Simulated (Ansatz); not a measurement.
Born–Oppenheimer molecular dynamics of ClH$_{5}$Sn (7 atoms, charge 0, multiplicity 1). It starts at the highest image of a converged band. Of that band: A vibrational analysis at the climbing image gives 2 clearly imaginary modes (944i, 129i cm⁻¹): a point of higher order, so a lower path passes nearby.

Computed with RKS PBE-D4/def2-TZVP in Ansatz.

- ensemble: NVE (velocity Verlet)
- time step: 0.5 fs
- steps asked: 200
- starting velocities drawn for: 100 K
- seed: 11251

First frame:

```xyz
7
Properties=species:S:1:pos:R:3
Sn -0.238 0.000 -0.179
Cl -0.045 0.000 2.690
H 1.459 0.000 0.052
H -0.756 1.452 -0.937
H -0.756 -1.452 -0.937
H -1.879 0.000 0.907
H -1.341 0.000 1.720
```

How far do the bonds stretch over the last three quarters of this one trajectory? (Pairs bonded in most of those frames.)


```
   bond  mean (Å)  spread (Å)  shortest  longest
Sn1–Cl2     2.380       0.207      2.09     2.75
 Sn1–H3     1.721       0.016      1.69     1.76
 Sn1–H4     1.718       0.007      1.70     1.74
 Sn1–H5     1.718       0.005      1.71     1.73
  H6–H7     0.754       0.024      0.72     0.79
```

Mean temperature of the second half: 2122 K. The conserved energy stayed within 0.093 meV per atom of its start (net change 0.013 meV per atom), so the integration is sound. The kinetic energy rose, since the run started high on the potential surface and went downhill. It ends in pieces (ClH3Sn + H2), so much of that is their flight and rotation, not heat. A run of 0.1 ps of so small a system gives no equilibrium averages. The orbitals stay closed-shell, which can raise the energy where a bond breaks towards radicals; this wasn't checked here.

Run time: 2.8 min on 4 threads of Arm Neoverse V1 (shared host), peak memory 0.19 GiB.
